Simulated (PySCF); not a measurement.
# Dipole moment and polarisability of `C=C1[SiH2][C@H]1C(Cl)(Cl)Cl`

C4H5Cl3Si.
Structure used (GFN2-xTB), in Å, numbered top down from 1:
```xyz
13
C4H5Cl3Si angstrom
C      1.792   -0.996   -0.289
C      0.994    0.017   -0.037
Si     0.396    1.766   -0.190
C     -0.347    0.196    0.638
C     -1.493   -0.551    0.075
Cl    -1.450   -2.295    0.534
Cl    -3.045    0.106    0.672
Cl    -1.512   -0.473   -1.695
H      1.564   -1.998    0.046
H      2.712   -0.872   -0.837
H      0.887    2.733    0.776
H     -0.170    2.247   -1.431
H     -0.331    0.122    1.722
```

Level: CAM-B3LYP/def2-SVPD (PySCF), static field, nuclei fixed, core orbitals frozen in the response. The polarisability tensor in these axes (au):

```
x   119.15  -2.44  -6.84
y    -2.44 128.94  -3.06
z    -6.84  -3.06  97.06
```

**Question.** What are the eigenvalues, a third of the trace, and Δα (Δα² = ½Σ(αi − αj)² over the three pairs)?

**Answer.** Principal values 94.73, 120.83 and 129.58 au; mean 115.05 au = 17.05 Å³ = 18.97 × 10⁻⁴⁰ C²·m²/J; Δα = 31.40 au (27 % of the mean).

**Question.** What is the dipole moment, and where does it point?

**Answer.** (2.18, 1.69, 0.03) D, 2.76 D in size, pointing from the negative to the positive side. Measured along this direction, the outermost atoms are Cl6 at the negative end and H11 at the positive end.

**Question.** Give the eigenvalues of the traceless quadrupole moment Θ = ½Σq(3rr − r²1), origin at the centre of nuclear charge.

**Answer.** -3.07, -0.47, 3.54 D·Å. The values depend on the origin, since the dipole doesn't vanish. The electronic extent ⟨r²⟩ about the same centre is 1705 bohr², a root-mean-square distance of 2.25 Å for the 94 electrons.

**Question.** Along which axes do the principal values lie, and how far do the nuclei extend along each?

**Answer.** Largest value along (-0.20, 0.98, -0.05), where the nuclei span 4.73 Å; middle along (0.94, 0.17, -0.29), 5.69 Å; least along (0.28, 0.11, 0.95), 3.65 Å. The strongest response doesn't lie along the longest of the three spans.

**Question.** Orientational against electronic polarisability at 500 K (dilute gas, rigid molecules)?

**Answer.** In Gaussian units μ²/3kT = 36.70 Å³ against 17.05 Å³, a ratio of 2.15; the Debye molar polarisation (4π/3)N_A(α + μ²/3kT) is 135.6 cm³/mol, leaving out the vibrational part.

**Question.** What molar refraction does this α imply?

**Answer.** Lorentz–Lorenz: R = (4π/3)N_A α = 2.5225 cm³/(mol·Å³) × 17.05 Å³ = 43.0 cm³/mol, in the limit of long wavelengths.

Isolated species at its GFN2-xTB geometry, gas phase.
